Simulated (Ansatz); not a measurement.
Two isomers of CH3FOSi: A = `F[SiH]1CO1`, B = `O=C[SiH2]F`.

Calculated with Ansatz (gas phase, PBE0-D4/def2-TZVP geometries, no zero-point term in ΔE). CCSD(T)/CBS is the MP2 limit (def2-TZVPP, def2-QZVPP) plus CCSD(T) − MP2 in def2-TZVPP, frozen cores. DFT in def2-TZVPP. B3LYP here is the variant with VWN-RPA as its local correlation; programs differ in this. Each species was taken in one conformer, which may not be the lowest.

(1) Which is lower in electronic energy at CCSD(T)/CBS, and by how much? (An estimate is asked.)

(2) Give E(B) − E(A) in kcal/mol with CCSD/def2-TZVPP, B3LYP-D4, PBE0-D4, ωB97M-V, LDA (SPW92), HF/def2-TZVPP, CCSD(T)/def2-SVP. (Estimate.)

(3) Does the order hold for the free energy at 298.15 K (harmonic terms from PBE0-D4)? (Estimate.)

Largest T1 diagnostic: 0.014.

Answers

(1) Computed: A, by 11.0 kcal/mol.

(2) The calculation gave: CCSD/def2-TZVPP 9.6, B3LYP-D4 8.3, PBE0-D4 11.9, ωB97M-V 11.3, LDA (SPW92) 16.7, HF/def2-TZVPP 3.6, CCSD(T)/def2-SVP 0.4. None reverses the order clearly.

(3) Computed: Yes: G(B) − G(A) = +7.1 kcal/mol, for one conformer each.

From BLYP to BHLYP (50 % exact exchange), in def2-TZVPP and without D4, E(B) − E(A) moves by +2.2 kcal/mol. At CCSD(T), def2-SVP lies −10.6 kcal/mol from the extrapolated value and def2-TZVPP −1.1 kcal/mol.
